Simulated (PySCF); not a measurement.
C₄H₂F₃O (doublet state).
Z-matrix (Å and degrees, GFN2-xTB geometry), rows numbered from 1:
```
F 
C   1  1.3154
C   2  1.3214  1  127.05
F   3  1.3463  2  119.21  1  -173.56
O   3  1.3517  2  125.40  1    18.34
C   5  1.3583  3  120.27  2   139.15
C   6  1.3307  5  122.02  3  -167.64
F   7  1.3333  6  123.04  5     1.50
H   6  1.0815  5  117.98  3    14.23
H   7  1.0780  6  123.57  5  -176.85
```

The hyperfine couplings belong to this conformer and change with its torsions.

As a line formula: `F/[C]=C(/F)O/C=C\F` [radical].

Method used: UKS B3LYP, pcH-1 on C F H O, non-relativistic, mean-field spin-orbit, GIAO (PySCF 2.14.0). Isolated species at its GFN2-xTB geometry (one conformer only). A GFN2-xTB geometry isn't a minimum of the functional, and hyperfine couplings can be far from their values at a DFT geometry. The frame is twisted about the C2–C3 bond at this geometry (dihedral F1–C2–C3–O5 = 18°); couplings at other torsion angles weren't computed. Stability of the SCF solution: not tested.

(1) Predict the first-order ENDOR lines of F8 and H10 under fast tumbling at B = 341.4 mT (X band).

(2) Which pairs are centred on the nuclear Larmor frequency, and which on half the coupling?

## Answers

(1) ν± = |νn ± a/2|, one line for each electron-spin manifold; νn = |g_N| × 7.62259 MHz/T × B.

```csv
nuclei,isotope,g_N,νn (MHz),a_iso (MHz),lower line (MHz),upper line (MHz)
F8,19F,5.2577,13.68,4.51,11.43,15.94
H10,1H,5.5857,14.54,-1.56,13.75,15.32
```

(2) Centred on νn, since |a| < 2νn: F8 and H10. No pair has |a| > 2νn.

Couplings of abundant isotopes left out: F1 (264.3 MHz).

Hardware: one thread, Arm Neoverse V2 (aarch64), shared host with 96 logical CPUs at a one-minute load of 51. Cost: 42 s of wall time (grids of density and orbitals included), 0.75 GiB resident at most.
